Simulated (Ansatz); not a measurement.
Basis-set extrapolation for CH₆N₂Si₂ (`N#C[SiH2]N[SiH3]`) (PBE0-D4/def2-TZVP geometry, frozen core, the Gaussian-basis code of Ansatz). Multiplicity 1, RHF reference.

```
                      def2-TZVPP   def2-QZVPP
                 HF  -728.268299  -728.293370
    MP2 correlation    -0.790315    -0.845895
CCSD(T) correlation    -0.868596      not run
```

Energies in hartree. Use E(X) = E(∞) + A·exp(−7.88·√X) for Hartree–Fock and E(X) = E(∞) + B·X^(−2.97) for correlation, with X = 3 and 4, and add CCSD(T) minus MP2 of the smaller set to the MP2 limit.

**Question.** What is the CCSD(T) energy at the basis-set limit?

**Answer.** HF limit: -728.293370 + (-0.025071) × 0.13774 = -728.29682. MP2 limit: -0.845895 + (-0.055580) × 0.74074 = -0.88707. Higher-order term: -0.868596 − (-0.790315) = -0.07828. Total: -729.26217 hartree, 3.41 eV below CCSD(T)/def2-TZVPP.
